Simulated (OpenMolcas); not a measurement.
# Ne3+: Slater's ratio, worked from levels

```
Program             : OpenMolcas 26.06
Basis               : ANO-RCC-VTZP [4s3p2d1f]
Scalar Hamiltonian  : DKH2, point nucleus
Active space        : 5 electrons in 4 orbitals (2s 2p)
State averaging     : 2S+1 = 4 odd, 1 root; 2S+1 = 2 odd, 8 roots kept (CI in the orbitals of an earlier block); 2S+1 = 4 even, 3 roots; 2S+1 = 2 even, 6 roots kept (CI in the orbitals of an earlier block)
Spin-orbit coupling : state interaction with AMFI integrals over the reference wave functions, term energies averaged over their components
```

Methods: CASSCF; SS-CASPT2, IPEA 0.25 Eh, imaginary shift 0.1 Eh (closed shells correlated: 1s).

**Slater's ratio.** With one set of orbitals, p3 has 2D* - 4S* = 9 F2 and 2P* - 2D* = 6 F2 (F2 = F²/25), a ratio of 2/3. Term energies are centres of gravity, weighted by 2J + 1.

```json
{"Source": "CASSCF", "2D* - 4S*": "45197", "2P* - 4S*": "63256", "F2 from the first": "5022", "Ratio": "0.400"}
{"Source": "SS-CASPT2", "2D* - 4S*": "42379", "2P* - 4S*": "63395", "F2 from the first": "4709", "Ratio": "0.496"}
```

Energies in cm-1. A ratio away from 2/3 shows effects beyond one configuration with one set of orbitals, and in heavier atoms second-order spin-orbit shifts. In CASSCF the valence s occupation is 1.95 in 2P* against 2.00 in 2D*: mixing out of s² acts most on 2P* and pulls it down.

CASPT2 breaks the degeneracy within a term, and the mean is taken; among the terms shown or strongly mixed into the levels shown the widest spread is 140 cm-1 (2s2 2p3 2D*, SS-CASPT2). Terms from blocks run as CI alone lack orbitals of their own. Levels of configurations outside the active space are missing.

* marks odd parity.
